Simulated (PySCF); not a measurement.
Computed XPS line lists of a few unrelated compounds.

Method used: delta-SCF UKS SCAN, pcX-2 on the ionised atom, pcseg-1 elsewhere, spin-free X2C (PySCF). Geometries: GFN2-xTB; isolated species, one conformer each.

Line lists (1s up to Mg, 2p3/2 beyond; areas count atoms within a level, one atom standing for each set equivalent by bonding):
1. C 1s: 290.26 (area 1), 290.58 (area 1), 292.51 (area 1) eV; O 1s: 538.23 (area 1), 538.61 (area 1) eV; Si 2p3/2: 107.86 eV
2. C 1s: 289.60 (area 1), 290.46 (area 1), 292.18 (area 1) eV; N 1s: 404.55 eV; O 1s: 537.79 eV; Si 2p3/2: 107.00 eV
3. C 1s: 291.34 (area 1), 291.73 (area 1), 292.01 (area 1) eV; N 1s: 404.66 eV; Si 2p3/2: 107.26 eV

Structures:
A. `C1=C[Si@@H](OC1)N`
B. `C#C[Si@H](O)OC`
C. `C[C@H]([SiH3])C#N`

Question: Which list belongs to which compound?

Answer: 
- 1 = B: no other candidate has this set of levels. C 1s: 290.26 alkyne carbon, 290.58 terminal alkyne carbon, 292.51 methoxy carbon; O 1s: 538.23 silyl ether oxygen, 538.61 silanol oxygen; Si 2p3/2: 107.86 oxygen-bound silicon.
- 2 = A: no other candidate has this set of levels. C 1s: 289.60 alkene CH carbon, 290.46 alkene CH carbon, 292.18 sp3 carbon bound to oxygen; N 1s: 404.55 silicon-bound nitrogen; O 1s: 537.79 silyl ether oxygen; Si 2p3/2: 107.00 oxygen-bound silicon.
- 3 = C: no other candidate has this set of levels. C 1s: 291.34 methyl carbon, 291.73 sp3 carbon bound to silicon, 292.01 nitrile carbon; N 1s: 404.66 nitrile nitrogen; Si 2p3/2: 107.26 SiH3 silicon.

Spin–orbit and ligand-field terms were added within each 2p shell after the spin-free SCF. 1 of these hole states is spin-contaminated (⟨S²⟩ 0.85, against 0.75; counted from 0.85) and less certain.
